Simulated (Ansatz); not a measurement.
System: C4H5GeO, charge 0, multiplicity 2. It need not be the lowest isomer of its formula. SMILES: [GeH3][c]1[c]cco1
Structure (B3LYP-D3(BJ)/def2-TZVP (Ansatz, a first-principles code) minimum search):
```xyz
11

Ge     1.5520     0.0854    -0.0125
C     -0.3856     0.1187    -0.0497
C     -1.3141     1.0307    -0.4057
C     -2.6249     0.5204    -0.2297
C     -2.4160    -0.7359     0.2471
O     -1.0888    -1.0075     0.3665
H      2.0728    -1.0398    -0.9207
H      2.0305     1.4503    -0.5217
H      2.0430    -0.1548     1.4238
H     -3.5702     0.9966    -0.4215
H     -3.0852    -1.5274     0.5375
```
Charge 0, spin multiplicity 2.

Property: atomisation energy (electronic, to ground-state atoms), in kJ/mol. Cores are frozen in the correlated levels unless marked. Open shells are spin-unrestricted. No spin-orbit coupling. Frozen are the shells of the preceding noble gas and the d and f shells that filled before the atom's block. Non-relativistic. The coupled-cluster limit lacks core correlation, which all-electron functionals hold. CBS(X,Y): correlation extrapolated as X^-3; Hartree-Fock from the larger set.

```tsv
level	program	atomisation energy (kJ/mol)
B3LYP-D4/def2-TZVPD	Ansatz + dftd4	4379.0
BHLYP-D3(BJ)/def2-TZVPD	Ansatz + dftd3	4215.4
BHLYP-D4/def2-TZVPD	Ansatz + dftd4	4211.9
wB97M-V/def2-TZVPD	Ansatz	4383.4
MP2/CBS(cc-pVTZ,cc-pVQZ)	Ansatz	4430.7
CCSD/6-31G*	Ansatz	3912.0
CCSD(T)/CBS(cc-pVTZ,cc-pVQZ)	Ansatz	4365.9
```

The UHF reference is spin-contaminated (<S^2> 0.33 over the pure value in the largest basis).
